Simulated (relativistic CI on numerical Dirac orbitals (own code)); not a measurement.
**What each ingredient does to the levels of Au XXIV**

Base calculation: Dirac-Coulomb-Breit CI, KLI orbitals optimised for each configuration, a model potential for QED, unscaled Slater integrals.

CI space (outside the closed core [Ar] 3d10): 4s2 4p6 4d10 4f10, 4s2 4p6 4d10 4f9 5s, 4s2 4p6 4d10 4f8 5s2, 4s2 4p6 4d9 4f11, 4s2 4p6 4d8 4f12, 4s2 4p5 4d10 4f11, 4s2 4p6 4d10 4f9 6s, 4s 4p6 4d10 4f11, 4s2 4p4 4d10 4f12, 4p6 4d10 4f12, 4s 4p6 4d9 4f12, 4s 4p5 4d10 4f12. Levels of other configurations are missing.

Variants: (1) P86 correlation estimate; (2) QED terms removed; (3) only the first configuration. Shifts of the energy above 4s2 4p6 4d10 4f10 5I_8, in cm⁻¹, for the lowest level and the first level of each name with at least 55 % of one term (blank where a level changes its place among those of its configuration and J or its character, or is not in the variant):

```
                  Level      Base  Δ(1)    Δ(2)     Δ(3)
 4s2 4p6 4d10 4f10 5I_8       0.0   0.0     0.0      0.0
 4s2 4p6 4d10 4f10 5I_7   26720.2   0.0  -118.3    -71.2
 4s2 4p6 4d10 4f10 5I_6   37018.7  +0.7   -93.9  +1208.6
 4s2 4p6 4d10 4f10 5G_6   61173.2  +1.3   -97.0  +2579.5
 4s2 4p6 4d10 4f10 5F_3   64783.9  +1.5  -120.9  +3355.3
 4s2 4p6 4d10 4f10 3L_9   75791.7  -0.3  -100.7  -1001.1
 4s2 4p6 4d10 4f10 3K_7   75939.6  +0.3  -144.9   +555.9
 4s2 4p6 4d10 4f10 3H_6   81090.9  +1.2  -171.1  +2631.7
 4s2 4p6 4d10 4f10 3K_6   90243.6  +0.6  -170.2  +1324.0
4s2 4p6 4d10 4f10 3M_10   90769.3  -0.6  -112.1  -1817.3
 4s2 4p6 4d10 4f10 3P_1  100003.7  +1.8  -211.7  +4140.9
 4s2 4p6 4d10 4f10 3P_0  100877.4  +2.4  -149.0  +5170.9
 4s2 4p6 4d10 4f10 3I_7  105333.3  +0.6  -171.5  +1118.3
 4s2 4p6 4d10 4f10 3I_6  108753.2  +1.2  -136.8  +2394.2
 4s2 4p6 4d10 4f10 3L_7  115707.5  +0.1  -221.4     -5.5
 4s2 4p6 4d10 4f10 3M_9  117581.0  -0.5  -230.2  -1653.2
 4s2 4p6 4d10 4f10 5D_1  120835.2  +2.4  -182.8  +4998.9
 4s2 4p6 4d10 4f10 3H_5  121702.8  +1.4  -307.8  +3264.4
 4s2 4p6 4d10 4f10 5D_0  125965.1  +2.6  -177.4  +5267.0
```

At this charge energies of transitions that change n are usually good to better than 1 %, and those within a shell (Δn = 0) to a few per cent. Terms inside the open d or f shell come out 10 to 20 % too wide with unscaled integrals.

Ionisation energy from the two ground configurations alone: base 705.248 eV; P86 correlation estimate 707.271 eV. The NIST ASD value (theoretical) is 710 eV.

LS names give the leading component of a level, which can be under half, so a name can repeat, a term be missing and a line seem to break the LS rules.
